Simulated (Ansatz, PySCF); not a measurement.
Gas-phase reaction 0.5 R1 + 1.5 R2 → P1, each structure at its B3LYP-D3(BJ)/def2-TZVP stationary point, reached from a drawn start (curvature not checked).
R1: N2 (SMILES N#N), charge 0, multiplicity 1.
P1: NH3 (SMILES N), charge 0, multiplicity 1.
R2: H2 (SMILES [H][H]), charge 0, multiplicity 1.

P less R. No zero-point or thermal terms.

Cores are frozen in the correlated methods. CBS: X⁻³ extrapolation of the correlation energy, Hartree–Fock from the larger set.

Run with Ansatz (Gaussian basis) for Hartree–Fock, density functionals and correlated methods; PySCF for the D3/D4 terms. Each number belongs to the level named beside it.

```csv
level,reaction energy (kcal/mol)
HF/cc-pVDZ,-15.63
HF/cc-pVQZ,-16.75
revPBE/def2-TZVPP,-18.09
PBE0-D4/def2-TZVPP,-25.07
BHLYP-D4/def2-TZVPP,-22.86
wB97M-V/def2-TZVPP,-20.96
B2PLYP-D4/def2-TZVPP,-18.99
MP2/cc-pVQZ,?
"CCSD(T)/CBS(cc-pVTZ, cc-pVQZ)",?
```

### Question
Complete the blanks.

### Answer

- MP2/cc-pVQZ, reaction energy (kcal/mol): -18.88
- CCSD(T)/CBS(cc-pVTZ, cc-pVQZ), reaction energy (kcal/mol): -19.75

Ansatz is an electronic-structure program.
